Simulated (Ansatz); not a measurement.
Sn26H33⁺, a nanocrystal with a defect cut from the lattice of tin (one cap removed). The state is a triplet with charge 1. Geometry r2SCAN-D4/def2-SVP, that of the charge +1 singlet; atoms count from 1.

```xyz
59

Sn    0.8986   -1.3662    5.2051
Sn    0.6217    3.4556    3.9819
Sn   -1.3639   -4.4299    2.7586
Sn   -3.9688   -2.9688   -1.1727
Sn   -1.8976    4.5536    0.4244
Sn   -4.0547    1.4768   -2.0217
Sn   -1.6657    0.1013    1.6223
Sn    2.9067    0.4044    1.4000
Sn    0.7367   -2.8480   -1.1115
Sn    0.7274    1.7520   -2.1546
Sn    2.7905    4.8964    0.2379
Sn   -1.8164   -1.4960   -4.7557
Sn    3.2061   -1.2867   -4.7480
Sn   -1.4287   -1.7928    3.7025
Sn   -1.7037    2.7555    2.5744
Sn    3.1784   -1.3403    3.5882
Sn    2.8577    3.0535    2.3419
Sn   -3.9443   -0.4461    0.0659
Sn    0.7086   -4.7972    0.9205
Sn   -1.5899   -3.3328   -2.6208
Sn   -4.1812    4.1337   -1.1359
Sn    0.4167    4.3749   -1.1581
Sn   -1.6425    0.9163   -3.3362
Sn    0.5609   -0.2280   -0.0692
Sn    3.0723   -3.1257   -2.6532
Sn    2.9921    1.3239   -3.7766
H     1.0361   -2.6564    6.3319
H     0.7875    0.1097    6.0741
H     0.4988    5.1272    4.3628
H     0.7452    2.5686    5.4465
H    -1.1149   -5.4699    4.1037
H    -2.8506   -4.8504    2.0097
H    -5.2905   -3.0045   -2.2728
H    -4.1746   -4.2146   -0.0112
H    -1.9378    6.1617    1.0501
H    -5.2923    1.0260   -3.1364
H     4.2233    0.2139    0.2957
H     2.7910    6.5127    0.8163
H     4.1196    4.6735   -0.8266
H    -3.3648   -1.5607   -5.4954
H    -0.5897   -1.6138   -5.9455
H     1.9074   -1.5509   -5.8400
H     4.6858   -1.4186   -5.6080
H    -2.8192   -1.5794    4.7011
H    -3.1128    2.9339    3.5541
H     4.5336   -0.7814    4.4859
H     3.5175   -2.9244    3.0170
H     4.2925    3.2682    3.2743
H    -5.4054   -0.2056    0.9557
H     0.5517   -6.3097    0.1161
H     2.2379   -4.7605    1.7026
H    -1.5658   -4.8978   -3.3486
H    -5.6242    4.3195   -0.2251
H    -4.2321    5.1729   -2.5012
H     0.2569    5.3578   -2.5677
H     4.4002   -2.8739   -1.5924
H     3.1462   -4.7387   -3.2389
H     4.3246    1.7285   -2.7696
H     2.9020    2.4980   -5.0278
```

In the def2 sets Sn takes a core potential; there is no spin–orbit coupling. Single mean-field runs in def2-SVP are fitted with def2-universal-jkfit. At PBE0-D4/def2-SVP a singlet of charge 1 lies 1.47 eV below the triplet at the same geometry.

**Question.** Estimate the Mulliken populations of the heavy atoms from the PBE0/def2-SVP orbitals of Ansatz.

**Answer.** 
```csv
atom,charge (e),spin (α − β)
Sn1,0.14,0.00
Sn2,0.16,0.00
Sn3,0.15,0.00
Sn4,0.17,0.00
Sn5,0.02,0.00
Sn6,0.03,-0.05
Sn7,-0.13,-0.02
Sn8,0.05,0.19
Sn9,-0.13,-0.02
Sn10,-0.11,0.20
Sn11,0.20,0.03
Sn12,0.20,0.04
Sn13,0.15,0.00
Sn14,0.06,0.01
Sn15,0.07,0.00
Sn16,0.17,0.09
Sn17,0.02,-0.01
Sn18,0.06,0.05
Sn19,0.17,0.00
Sn20,0.03,0.05
Sn21,0.22,0.00
Sn22,0.06,-0.01
Sn23,-0.05,1.09
Sn24,-0.16,0.20
Sn25,0.19,0.00
Sn26,0.20,-0.02
```
Mulliken values depend strongly on the basis.

**Question.** Where does the spin sit?

**Answer.** Summed by element: Sn 1.82, H 0.18, of 2 unpaired in all. Largest on single atoms: Sn23 1.09, Sn24 0.20, Sn10 0.20.

**Question.** And the Mayer bond orders between heavy atoms (over 0.3)?

**Answer.** Sn1–Sn14 0.87 (2.80 Å); Sn1–Sn16 0.88 (2.80 Å); Sn2–Sn15 0.86 (2.81 Å); Sn2–Sn17 0.87 (2.80 Å); Sn3–Sn14 0.87 (2.80 Å); Sn3–Sn19 0.88 (2.79 Å); Sn4–Sn18 0.86 (2.81 Å); Sn4–Sn20 0.87 (2.81 Å); Sn5–Sn15 0.85 (2.81 Å); Sn5–Sn21 0.86 (2.80 Å); Sn5–Sn22 0.85 (2.81 Å); Sn6–Sn18 0.84 (2.84 Å); Sn6–Sn21 0.86 (2.80 Å); Sn6–Sn23 0.84 (2.80 Å); Sn7–Sn14 0.83 (2.82 Å); Sn7–Sn15 0.84 (2.82 Å); Sn7–Sn18 0.83 (2.81 Å); Sn7–Sn24 0.86 (2.82 Å); Sn8–Sn16 0.81 (2.81 Å); Sn8–Sn17 0.87 (2.81 Å); Sn8–Sn24 0.73 (2.84 Å); Sn9–Sn19 0.86 (2.82 Å); Sn9–Sn20 0.85 (2.82 Å); Sn9–Sn24 0.85 (2.83 Å); Sn9–Sn25 0.85 (2.81 Å); Sn10–Sn22 0.84 (2.82 Å); Sn10–Sn23 0.73 (2.78 Å); Sn10–Sn24 0.75 (2.88 Å); Sn10–Sn26 0.84 (2.82 Å); Sn11–Sn17 0.86 (2.80 Å); Sn11–Sn22 0.84 (2.80 Å); Sn12–Sn20 0.84 (2.83 Å); Sn12–Sn23 0.81 (2.80 Å); Sn13–Sn25 0.88 (2.79 Å); Sn13–Sn26 0.88 (2.79 Å).
